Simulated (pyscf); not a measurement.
Elementary routes open to `[CH2][CH2][CH]=[CH2]` [doublet] in the gas phase (doublet surface):
A. `[CH]1[CH2][CH2][CH2]1` [doublet] (none broken; C–C formed)
B. `[CH2][CH]1[CH2][CH2]1` [doublet] (none broken; C–C formed)

Single points on ωB97X-D3(BJ)/def2-SVP structures (PySCF, gas phase).

Question: Rank the routes by free-energy barrier at 900 K, lowest first, for ωB97M-D3(BJ)/def2-TZVP energies (ideal gas, 1 atm, RRHO with modes under 100 cm⁻¹ raised to 100, one conformer, R ln 2 for chiral ones without a mode under 150 cm⁻¹).

Answer: B (15.4 kcal/mol), A (39.2 kcal/mol)

Route B is the fastest of these, ahead of the next by 23.8 kcal/mol. The most stable products are those of B (ΔG = +5.7 kcal/mol), so kinetics and thermodynamics agree. At 298 K B is still the fastest. Only these routes are compared; each barrier is that of the saddle found, and lower ones may exist.
